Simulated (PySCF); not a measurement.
## Nuclear quadrupole coupling in `C#Cc1nc(C#C)c(F)o1`

C₇H₂FNO.
Cartesian coordinates in Å at the GFN2-xTB level; atoms count from 1:
```
atom  x, y, z in Å
C1     3.7032   -0.0806   -0.2681
C2     2.5110   -0.1383   -0.1384
C3     1.1186   -0.2213    0.0264
N4     0.2387    0.6387   -0.3840
C5    -0.9805    0.1452    0.0004
C6    -2.2066    0.7836   -0.2572
C7    -3.2503    1.3302   -0.4820
C8    -0.7409   -1.0388    0.6492
F9    -1.5451   -1.9189    1.2163
O10    0.5745   -1.2885    0.6767
H11    4.7436   -0.0166   -0.3887
H12   -4.1650    1.8048   -0.6766
```

Field gradients from the B3LYP/pcJ-1 density (PySCF, non-relativistic), principal values in atomic units, ordered |Vxx| ≤ |Vyy| ≤ |Vzz|:

| atom | Vxx | Vyy | Vzz |
| --- | --- | --- | --- |
| N4 | 0.4417 | 0.5511 | -0.9929 |
| O10 | -0.6176 | -0.8002 | 1.4179 |

Find the asymmetry η = (Vxx − Vyy)/Vzz and the couplings χ = eQV/h (234.96 MHz × Q in barn × V in au), with Q(14N) = 0.02044 b, Q(17O) = −0.0256 b.

| atom | environment | nucleus | η | χzz (MHz) | χxx (MHz) | χyy (MHz) |
| --- | --- | --- | --- | --- | --- | --- |
| N4 | pyridine-type nitrogen | 14N | 0.11 | -4.768 | 2.122 | 2.647 |
| O10 | furan-type oxygen | 17O | 0.13 | -8.53 | 3.72 | 4.81 |

What is Vzz at N4 in SI units (1 au = 9.71736 × 10²¹ V/m²)?

-0.9929 au = -9.648 × 10²¹ V/m².

What couplings would deuterons (Q(2H) = 0.00286 b) have in place of the hydrogens, at this geometry?

```tsv
atom	bonded to	bond length (Å)	Vzz (au)	η	χzz (kHz)
H11	C1	1.049	0.3794	0.01	255
H12	C7	1.049	0.3824	0.01	257
```

Geometry: GFN2-xTB; no solvent, vibrations or thermal averaging. GFN2-xTB bond lengths can be off by several hundredths of an ångström, more for odd bonds, and the gradients follow them. With a basis this small, the couplings can be 20 % off.

These values come from a run that also computed spin–spin couplings. The run took 2.4 min wall, 1.8 min CPU on Intel Xeon at 2.50 GHz, one thread, no GPU (shared host), and the process peaked at 1.1 GiB of memory.
